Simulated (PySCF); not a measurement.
# Electron correlation in As⁺ (arsenic, charge +1)

[Ar] 3d10 4s1 4p3, high-spin 5S determinant (an excited configuration). All numbers are calculated (PySCF 2.14, the spin-free X2C one-electron Hamiltonian (Gaussian nucleus), in x2c-QZVPPall with one added diffuse shell each of s, p, d, f type (12s9p6d5f1g, 113 functions)). Frozen: [Ar] 3d10; 4 electrons correlated.

MP2 pair energies summed by pair of shells (mhartree):

| pair | energy | share (%) |
| --- | --- | --- |
| 4p-4p | -16.37 | 81.7 |
| 4s-4p | -3.67 | 18.3 |

Total MP2 correlation energy: -20.04 mhartree.

Same-spin part -20.04 and opposite-spin part 0.00 mhartree; SCS-MP2 scales them by 1/3 and 6/5 to -6.68 mhartree.
